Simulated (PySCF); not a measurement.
C7H4FNO.
Bonds: O1–C2 (double), C2–N3 (double), N3–C4, C4–C5 (aromatic), C5–C6 (aromatic), C6–C7 (aromatic), C7–C8 (aromatic), C8–F9, C8–C10 (aromatic), C4–C10 (aromatic). Hydrogens: H11 on C5; H12 on C6; H13 on C7; H14 on C10.

The same species was optimised twice, with GFN2-xTB and with PBE0-D3(BJ)/def2-SVP (PySCF), and the same property calculations (PySCF, gas phase) were run on both structures.

```json
{"coordinate": "C8–F9 (Å)", "GFN2-xTB": "1.347", "PBE0-D3(BJ)/def2-SVP": "1.330", "change": "-0.017"}
{"coordinate": "O1=C2 (Å)", "GFN2-xTB": "1.156", "PBE0-D3(BJ)/def2-SVP": "1.167", "change": "+0.011"}
{"coordinate": "N3–C4 (Å)", "GFN2-xTB": "1.371", "PBE0-D3(BJ)/def2-SVP": "1.382", "change": "+0.011"}
{"coordinate": "C2=N3 (Å)", "GFN2-xTB": "1.192", "PBE0-D3(BJ)/def2-SVP": "1.202", "change": "+0.010"}
{"coordinate": "C6–C7 (Å)", "GFN2-xTB": "1.385", "PBE0-D3(BJ)/def2-SVP": "1.394", "change": "+0.009"}
{"coordinate": "C5–C6 (Å)", "GFN2-xTB": "1.382", "PBE0-D3(BJ)/def2-SVP": "1.391", "change": "+0.009"}
{"coordinate": "C4–C5 (Å)", "GFN2-xTB": "1.394", "PBE0-D3(BJ)/def2-SVP": "1.403", "change": "+0.009"}
{"coordinate": "C4–C10 (Å)", "GFN2-xTB": "1.391", "PBE0-D3(BJ)/def2-SVP": "1.399", "change": "+0.008"}
{"coordinate": "C8–C10 (Å)", "GFN2-xTB": "1.381", "PBE0-D3(BJ)/def2-SVP": "1.388", "change": "+0.007"}
{"coordinate": "C7–C8 (Å)", "GFN2-xTB": "1.384", "PBE0-D3(BJ)/def2-SVP": "1.390", "change": "+0.006"}
{"coordinate": "O1–C2–N3 (°)", "GFN2-xTB": "169.8", "PBE0-D3(BJ)/def2-SVP": "174.3", "change": "+4.5"}
{"coordinate": "C2–N3–C4 (°)", "GFN2-xTB": "146.7", "PBE0-D3(BJ)/def2-SVP": "145.0", "change": "-1.7"}
{"coordinate": "N3–C4–C10 (°)", "GFN2-xTB": "117.9", "PBE0-D3(BJ)/def2-SVP": "118.4", "change": "+0.5"}
{"coordinate": "C4–C10–C8 (°)", "GFN2-xTB": "118.4", "PBE0-D3(BJ)/def2-SVP": "118.8", "change": "+0.4"}
{"coordinate": "C5–C6–C7 (°)", "GFN2-xTB": "120.8", "PBE0-D3(BJ)/def2-SVP": "121.0", "change": "+0.2"}
{"coordinate": "N3–C4–C5 (°)", "GFN2-xTB": "121.8", "PBE0-D3(BJ)/def2-SVP": "121.6", "change": "-0.2"}
{"coordinate": "C5–C4–C10 (°)", "GFN2-xTB": "120.3", "PBE0-D3(BJ)/def2-SVP": "120.1", "change": "-0.2"}
{"coordinate": "C7–C8–F9 (°)", "GFN2-xTB": "119.0", "PBE0-D3(BJ)/def2-SVP": "119.2", "change": "+0.2"}
{"coordinate": "C2–N3–C4–C5 (°)", "GFN2-xTB": "0", "PBE0-D3(BJ)/def2-SVP": "0", "change": "0"}
```

Rotational constants: A = 3605, B = 721.1, C = 600.9 MHz (GFN2-xTB) against A = 3623, B = 714.9, C = 597.0 MHz (PBE0-D3(BJ)/def2-SVP). Point groups within 0.08 Å: Cs and Cs.

On the GFN2-xTB structure: HOMO (eV) -7.22 [PBE0/pcSseg-1]; LUMO (eV) -1.04 [PBE0/pcSseg-1]; dipole (D) 2.06 [PBE0/pcSseg-1]; GIAO shielding of O1 (ppm) 169.0 [PBE0/pcSseg-1]; GIAO shielding of C2 (ppm) 60.0 [PBE0/pcSseg-1]; GIAO shielding of N3 (ppm) 201.8 [PBE0/pcSseg-1]; GIAO shielding of C4 (ppm) 46.9 [PBE0/pcSseg-1]; GIAO shielding of C5 (ppm) 59.0 [PBE0/pcSseg-1]; GIAO shielding of C6 (ppm) 50.5 [PBE0/pcSseg-1]; GIAO shielding of C7 (ppm) 69.1 [PBE0/pcSseg-1]; GIAO shielding of C8 (ppm) 13.0 [PBE0/pcSseg-1].

What do these properties become on the PBE0-D3(BJ)/def2-SVP structure?

```csv
property,level,on GFN2-xTB,on PBE0-D3(BJ)/def2-SVP,change
HOMO (eV),PBE0/pcSseg-1,-7.22,-7.21,+0.01
LUMO (eV),PBE0/pcSseg-1,-1.04,-1.09,-0.05
dipole (D),PBE0/pcSseg-1,2.06,1.96,-0.10
"energy, GFN2-xTB geometry as zero (kcal/mol)",PBE0/pcSseg-1,0.0,-0.7,-0.7
GIAO shielding of O1 (ppm),PBE0/pcSseg-1,169.0,162.0,-7.0
GIAO shielding of C2 (ppm),PBE0/pcSseg-1,60.0,56.4,-3.6
GIAO shielding of N3 (ppm),PBE0/pcSseg-1,201.8,197.7,-4.1
GIAO shielding of C4 (ppm),PBE0/pcSseg-1,46.9,44.3,-2.6
GIAO shielding of C5 (ppm),PBE0/pcSseg-1,59.0,56.6,-2.4
GIAO shielding of C6 (ppm),PBE0/pcSseg-1,50.5,48.2,-2.3
GIAO shielding of C7 (ppm),PBE0/pcSseg-1,69.1,67.1,-2.0
GIAO shielding of C8 (ppm),PBE0/pcSseg-1,13.0,13.3,+0.3
```

The heavy atoms differ by 0.040 Å rms after alignment. Among bonds between heavy atoms C8–F9 changes most (-0.017 Å). Changes are differences of the printed values. Neither structure is proved a minimum here.

Conformer computed: `[O:1]=[C:2]=[N:3][c:4]1[cH:5][cH:6][cH:7][c:8]([F:9])[cH:10]1`: C2–N3–C4–C5 0°.
